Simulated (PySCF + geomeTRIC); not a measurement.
A geometry relaxed with PySCF + geomeTRIC with TPSSh-D3(BJ)/def2-TZVP, charge 1, multiplicity 1:

```xyz
7

H     -1.1145     1.4196     0.0019
H      2.1911    -1.4333     0.0018
C     -0.7890    -0.4459    -0.0049
O     -1.5772     0.5496    -0.0036
H      1.3979     1.4057     0.0109
H     -1.3746    -1.3725    -0.0108
Al     1.3008    -0.1598     0.0040
```

### Question
Write the SMILES of this molecule.

### Answer
`[H]/[O+]=[CH]\[AlH2]`
